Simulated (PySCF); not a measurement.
Magnetic susceptibility: SMILES C/C(F)=C(\C)C(=O)F, C$_{5}$H$_{6}$F$_{2}$O

Molfile (atoms numbered from 1):
```
C5H6F2O
     RDKit          3D

 14 13  0  0  0  0  0  0  0  0999 V2000
   -1.8375    0.3657   -0.3997 C   0  0  0  0  0  0  0  0  0  0  0  0
   -0.4609    0.8719   -0.1564 C   0  0  0  0  0  0  0  0  0  0  0  0
   -0.3602    2.2027   -0.2292 F   0  0  0  0  0  0  0  0  0  0  0  0
    0.6014    0.0930    0.1127 C   0  0  0  0  0  0  0  0  0  0  0  0
    0.4457   -1.3991    0.1759 C   0  0  0  0  0  0  0  0  0  0  0  0
    1.9522    0.5908    0.3645 C   0  0  0  0  0  0  0  0  0  0  0  0
    2.9265   -0.0458    0.6014 O   0  0  0  0  0  0  0  0  0  0  0  0
    2.0543    1.9457    0.3149 F   0  0  0  0  0  0  0  0  0  0  0  0
   -2.1686   -0.2502    0.4352 H   0  0  0  0  0  0  0  0  0  0  0  0
   -1.8627   -0.2528   -1.2963 H   0  0  0  0  0  0  0  0  0  0  0  0
   -2.5198    1.2021   -0.5238 H   0  0  0  0  0  0  0  0  0  0  0  0
    0.0795   -1.7910   -0.7714 H   0  0  0  0  0  0  0  0  0  0  0  0
    1.4091   -1.8507    0.3947 H   0  0  0  0  0  0  0  0  0  0  0  0
   -0.2596   -1.6828    0.9552 H   0  0  0  0  0  0  0  0  0  0  0  0
  1  2  1  0
  2  3  1  0
  2  4  2  0
  4  5  1  0
  4  6  1  0
  6  7  2  0
  6  8  1  0
  1  9  1  0
  1 10  1  0
  1 11  1  0
  5 12  1  0
  5 13  1  0
  5 14  1  0
M  END
```

Theory: PySCF, GIAO KT3/pcSseg-1 magnetisability, rotational g tensor and spin-rotation constants, non-relativistic, gas phase. Geometry: GFN2-xTB.

(1) How diamagnetic is it, and how anisotropic?

(2) Split it along the inertial axes a, b, c into diamagnetic and paramagnetic parts about the centre of mass, with the quadrupole moment.

(3) And the rotational g tensor?

## Answers

(1) Isotropic -1022 × 10⁻³⁰ J/T², or -61.6 × 10⁻⁶ cm³/mol; principal values -1162, -987, -918 × 10⁻³⁰ J/T², anisotropy 218 × 10⁻³⁰ J/T² (root of half the summed squared differences of the principal values). The susceptibility is in cgs units.

(2) 
| axis | χ (10⁻⁶ cm³/mol) | diamagnetic (10⁻⁶ cm³/mol) | paramagnetic (10⁻⁶ cm³/mol) | summed x² of all electrons (Å²) | quadrupole Θ (D Å) |
| --- | --- | --- | --- | --- | --- |
| a | -56.6 | -468.6 | 411.9 | 165.8 | -2.34 |
| b | -58.1 | -755.4 | 697.3 | 98.2 | -0.05 |
| c | -70.0 | -1119.8 | 1049.8 | 12.3 | +2.39 |

Anisotropies 2χaa − χbb − χcc = +14.8 and 2χbb − χaa − χcc = +10.5 × 10⁻⁶ cm³/mol. Θ is traceless in Buckingham's convention.

(3) 
```tsv
axis	rotational constant (GHz)	g	nuclear part	electronic part
a	3.0802	-0.0328	0.5633	-0.5961
b	1.7342	-0.0184	0.5497	-0.5681
c	1.1250	-0.0064	0.5484	-0.5548
```
Asymmetric top; isotopes 12C, 19F, 1H, 16O; no vibrational averaging.
